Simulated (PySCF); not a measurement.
(HGaO)3 ring, Ga3H3O3.
Structure used (PBE0-D3(BJ)/def2-SVP), in Å, numbered top down from 1:
```xyz
9
Ga3H3O3 angstrom
Ga    -1.4456   -0.9401    0.6066
H     -2.6751   -1.7201    1.1294
O     -1.5827    0.5929   -0.3019
Ga    -0.2180    1.5645   -0.9250
H     -0.4155    2.8869   -1.7029
O      1.3942    0.8763   -0.5717
Ga     1.7066   -0.6483    0.3087
H      3.1345   -1.1848    0.5674
O      0.2343   -1.4967    0.8638
```

Method used: PBE0-D3(BJ)/def2-SVP geometry optimisation, gas phase (PySCF 2.14.0).

Masses are those of the commonest isotopes; rigid-rotor values at the optimised geometry. The values belong to one conformer.

Q: What are A, B and C (cm⁻¹)?

A: Ia = 437.81, Ib = 438.67, Ic = 876.47 u·Å²; 505379 MHz·u·Å²/I gives 1154, 1152 and 576.6 MHz, that is A = 0.03850, B = 0.03843, C = 0.01923 cm⁻¹.

Q: Classify the top.

A: An oblate symmetric top, as the point group D3h requires two equal moments; the computed ones differ by 0.20 % because the geometry is symmetric only within the optimiser's tolerance. Ray's parameter κ = (2B − A − C)/(A − C) = 0.992; −1 is the prolate and +1 the oblate limit.

Q: Is it planar, by Δ = Ic − Ia − Ib?

A: Planar: Δ = Ic − Ia − Ib = 0.00 u·Å². For a rigid frame Δ = −2 Σ m c², so it vanishes when all atoms lie in the ab plane; here none is more than 0.01 Å from it.

The point group D3h allows no dipole (computed: 0.02 D), so a rigid rotor has no electric-dipole lines.

Q: Estimate the classical rotational partition function at 10 K, 50 K and 298.15 K.

A: Point group D3h, symmetry number σ = 6; q = (√π/σ)·√((kT/h)³/(ABC)), k/h = 20836.6 MHz/K: 1010 at 10 K, 11300 at 50 K, 165000 at 298.15 K.

No frequency check. Constants of a rigid frame at the computed geometry: no zero-point averaging, no centrifugal distortion.
